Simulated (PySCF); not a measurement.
Exercise with solution: entropy of an ideal gas

Se(Cl)(OH) (ClHOSe), SMILES O[Se]Cl.

Geometry: TPSSh-D3(BJ)/def2-TZVP. Other conformers were not sampled.

TPSSh-D3(BJ)/def2-TZVP in PySCF 2.14.0 gives the harmonic wavenumbers 210, 395, 478, 678, 1111, 3736 cm⁻¹ and the rotational temperatures 0.6148, 0.1724, 0.1358 K. The molar mass is 131.43 g/mol, the symmetry number 1, the spin multiplicity 1.

**Question.** Work out the entropy at 298.15 K and 1 atm in the rigid-rotor, harmonic-oscillator model.

**Answer.** 
Translation (Sackur–Tetrode at 1 atm): S = R[1.5 ln M + 2.5 ln T − 1.16487] = 169.6 J/(mol K).
Rotation: q = (√π/σ) T^1.5/√(θA θB θC) = 76100, S = R[ln q + 3/2] = 105.9 J/(mol K).
Vibration: with u = 1.4388 ν/T, each mode gives R[u/(e^u − 1) − ln(1 − e^−u)]:
| ν (cm⁻¹) | modes | u | S (J/(mol K)) |
|---|---|---|---|
| 210 | 1 | 1.01 | 8.55 |
| 395 | 1 | 1.91 | 4.11 |
| 478 | 1 | 2.31 | 2.99 |
| 678 | 1 | 3.27 | 1.39 |
| 1111 | 1 | 5.36 | 0.25 |
The stiffer modes add less than 0.005 each. Sum 17.3 J/(mol K).
Spin: R ln 1 = 0.0 J/(mol K).
Total 292.8 J/(mol K); the program's own thermochemistry gives 292.8. Translation makes up 58 % and vibration 6 %. Anharmonicity, hindered rotation and orbital degeneracy are left out.
